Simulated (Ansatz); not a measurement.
Compare A (`[NH2][Al]([F])[SiH3]`) with its isomer B (`[F][AlH][NH][SiH3]`).

Calculated with Ansatz (gas phase, PBE0-D4/def2-TZVP geometries, no zero-point term in ΔE). CCSD(T)/CBS is the MP2 limit (def2-TZVPP, def2-QZVPP) plus CCSD(T) − MP2 in def2-TZVPP, frozen cores. DFT in def2-TZVPP. B3LYP here is the variant with VWN-RPA as its local correlation; programs differ in this. One conformer a species, not always the lowest.

Q: Which is lower in electronic energy at CCSD(T)/CBS, and by how much? (An estimate is asked.)

A: Computed: B, by 44.6 kJ/mol.

Q: Give E(B) − E(A) in kJ/mol with PBE0-D4, CCSD(T)/def2-SVP, B3LYP, CCSD/def2-TZVPP, CCSD(T)/def2-TZVPP, BLYP-D4, LDA (SPW92). (Best estimate.)

A: Ansatz gave: PBE0-D4 -30.5, CCSD(T)/def2-SVP -43.8, B3LYP -40.1, CCSD/def2-TZVPP -46.1, CCSD(T)/def2-TZVPP -44.7, BLYP-D4 -38.8, LDA (SPW92) -27.2. None reverses the order clearly.

Q: Does the order hold for the free energy at 298.15 K (harmonic terms from PBE0-D4)? (An estimate is asked.)

A: Ansatz gave: Yes: G(B) − G(A) = -47.3 kJ/mol, for one conformer each. Modes under 60 cm⁻¹, often nearly free rotors, make the harmonic entropy too high.

Largest T1 diagnostic: 0.013.

In def2-TZVPP, CCSD(T) changes the Hartree–Fock value by +13.9 kJ/mol (the triples alone add +1.3 kJ/mol) and MP2 by +4.7 kJ/mol. From BLYP to BHLYP (50 % exact exchange), in def2-TZVPP and without D4, E(B) − E(A) moves by −13.9 kJ/mol.
